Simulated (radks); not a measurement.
Results of a calculation; reference values are marked as such.
The nitrogen anion N-, [He] 2s2 2p4, held by a Watson sphere: a shell of charge +0.65 at radius R that stands for the Madelung well of a crystal (potential energy -0.65/R inside, -0.65/r outside, in hartree with lengths in bohr). Code: a radial shooting solver on a logarithmic mesh with Libxc functionals. Model: scalar-relativistic Kohn-Sham, LDA (Slater exchange, VWN5 correlation), spin-polarised, spherical densities, finite nucleus; open shells are filled with parallel spins first; Fermi nuclear charge, rms radius of each element as measured or else 0.836 A^(1/3) + 0.57 fm. Response by self-consistent Sternheimer equations with the Hartree and adiabatic LDA kernel, the relativistic mass of each level held fixed and spin-orbit coupling left out. The sphere does not respond.

R (bohr) = 2.46: e(2s down) (eV) -12.327; e(2p up) (eV) -3.899; e(2p down) (eV) -1.751; <r> 2p (bohr) 1.919; sum of <r^2> (bohr^2) 21.13; X-ray form factor at sin(theta)/lambda = 0.1 1/angstrom 6.732; alpha (bohr^3) 26.12
R (bohr) = 2.48: e(2s down) (eV) -12.305; e(2p up) (eV) -3.880; e(2p down) (eV) -1.734; <r> 2p (bohr) 1.923; sum of <r^2> (bohr^2) 21.19; X-ray form factor at sin(theta)/lambda = 0.1 1/angstrom 6.730; alpha (bohr^3) 26.40
R (bohr) = 2.81: e(2s down) (eV) -11.963; e(2p up) (eV) -3.586; e(2p down) (eV) -1.462; <r> 2p (bohr) 1.991; sum of <r^2> (bohr^2) 22.08; X-ray form factor at sin(theta)/lambda = 0.1 1/angstrom 6.698; alpha (bohr^3) 31.63
R (bohr) = 2.98: e(2s down) (eV) -11.804; e(2p up) (eV) -3.445; e(2p down) (eV) -1.329; <r> 2p (bohr) 2.027; sum of <r^2> (bohr^2) 22.53; X-ray form factor at sin(theta)/lambda = 0.1 1/angstrom 6.683; alpha (bohr^3) 34.80
R (bohr) = 3.35: e(2s down) (eV) -11.493; e(2p up) (eV) -3.168; e(2p down) (eV) -1.062; <r> 2p (bohr) 2.107; sum of <r^2> (bohr^2) 23.47; X-ray form factor at sin(theta)/lambda = 0.1 1/angstrom 6.655; alpha (bohr^3) 43.26
R (bohr) = 3.48: e(2s down) (eV) -11.395; e(2p up) (eV) -3.080; e(2p down) (eV) -0.976; <r> 2p (bohr) 2.137; sum of <r^2> (bohr^2) 23.81; X-ray form factor at sin(theta)/lambda = 0.1 1/angstrom 6.647; alpha (bohr^3) 46.87
